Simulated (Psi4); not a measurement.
Pair of molecules, SMILES C=C with SMILES COC (the first has 6 atoms); geometry from B3LYP-D3(BJ)/def2-TZVP.
(charge 0, multiplicity 1):
```xyz
15

C      0.518    -0.504     0.288
C     -0.398     0.437     0.469
H      0.860    -0.790    -0.700
H      0.967    -1.029     1.123
H     -0.735     0.719     1.459
H     -0.842     0.958    -0.371
C      0.704     0.765     4.145
O     -0.654     0.485     3.886
C     -0.966    -0.882     4.042
H      1.364     0.220     3.459
H      0.976     0.501     5.176
H      0.850     1.834     4.001
H     -0.385    -1.507     3.351
H     -2.025    -1.002     3.821
H     -0.771    -1.221     5.067
```

Level of theory: Psi4 with SAPT0/jun-cc-pV(D+d)Z.

Task: Which attractive term is largest, and how does the interaction split up?

Result: electrostatics -1.95, exchange 2.97, induction -0.51, dispersion -1.95, total -1.44 kcal/mol; the largest attraction is electrostatics.
